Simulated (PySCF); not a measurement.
**Ru²⁺ (ruthenium, charge +2): BP86 calculation**

Configuration: [Kr] 4d6, high-spin 5D determinant. All numbers are calculated (PySCF 2.14, scalar relativity by spin-free X2C-1e, in x2c-TZVPall).

```json
{"Total energy": "-4529.95 hartree", "One-electron energy": "-6213.44 hartree", "Hartree (Coulomb) energy": "1818.30 hartree", "Exchange-correlation energy": "-134.81 hartree", "⟨S²⟩": "6.0008", "⟨L²⟩": "6.012", "Sum of ⟨r⟩": "26.06 bohr", "Sum of ⟨r²⟩": "30.94 bohr²", "Traceless quadrupole moment −½Σ⟨3z² − r²⟩ along its main axis": "0.727 e·bohr²", "Langevin diamagnetic susceptibility": "-24.5 ×10⁻⁶ cm³/mol", "Time after the integrals": "1.5 s of wall time on 1 thread of Neoverse-V2 (shared host)"}
```

| shell | electrons | mean orbital energy (eV) | spread (eV) | rms radius, mean of both spins (bohr) |
| --- | --- | --- | --- | --- |
| 1s β | 1 | -21929.4 | 0 | 0.0384 |
| 1s α | 1 | -21929.4 | 0 | 0.0384 |
| 2s α | 1 | -3171.8 | 0 | 0.158 |
| 2s β | 1 | -3171.2 | 0 | 0.158 |
| 2p α | 3 | -2844.1 | 0.295 | 0.140 |
| 2p β | 3 | -2843.7 | 0.181 | 0.140 |
| 3s α | 1 | -575.30 | 0 | 0.431 |
| 3s β | 1 | -574.99 | 0 | 0.431 |
| 3p α | 3 | -467.55 | 0.601 | 0.434 |
| 3p β | 3 | -467.20 | 0.517 | 0.434 |
| 3d α | 5 | -293.68 | 0.695 | 0.420 |
| 3d β | 5 | -293.15 | 0.485 | 0.420 |
| 4s α | 1 | -97.551 | 0 | 1.08 |
| 4s β | 1 | -94.825 | 0 | 1.08 |
| 4p α | 3 | -67.601 | 1.319 | 1.20 |
| 4p β | 3 | -64.697 | 0.543 | 1.20 |
| 4d α | 5 | -25.363 | 1.471 | 1.66 |
| 4d β | 1 | -22.822 | 0 | 1.66 |

Densities and radii are taken from the X2C orbitals without a picture-change correction, which distorts them close to the nucleus.
